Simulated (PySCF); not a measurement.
Electron correlation in Pm⁴³⁺ (promethium, charge +43)

[Ar], closed-shell 1S. All numbers are calculated (PySCF 2.14, the spin-free X2C one-electron Hamiltonian (Gaussian nucleus), in an uncontracted even-tempered set (20 s from 8.8 bohr⁻², ratio 2.2; 14 p from 11 bohr⁻², ratio 2.2; 5 d from 50 bohr⁻², ratio 2.4; 4 f from 74 bohr⁻², ratio 2.4; 4 g from 110 bohr⁻², ratio 2.4)). Frozen: 1s2; 16 electrons correlated; the 25 highest virtual orbitals of each spin left out.

MP2 pair energies summed by pair of shells (mhartree):

| pair | energy | share (%) |
| --- | --- | --- |
| 2p-2p | -200.09 | 28.5 |
| 3p-3p | -198.32 | 28.3 |
| 2p-3p | -128.44 | 18.3 |
| 2s-2p | -62.54 | 8.9 |
| 3s-3p | -37.34 | 5.3 |
| 2s-3p | -24.50 | 3.5 |
| 2p-3s | -21.71 | 3.1 |
| 2s-2s | -11.63 | 1.7 |
| 3s-3s | -9.46 | 1.4 |
| 2s-3s | -6.86 | 1.0 |

Total MP2 correlation energy: -700.89 mhartree.

At this charge the one-electron X2C treatment keeps the bare 1/r₁₂, with no two-electron picture change or Breit term. The effect here is smaller than on the frozen 1s shell; and a scalar Hamiltonian misses the large spin-orbit splitting of the p shells, which matters for ns² → np² pairs.
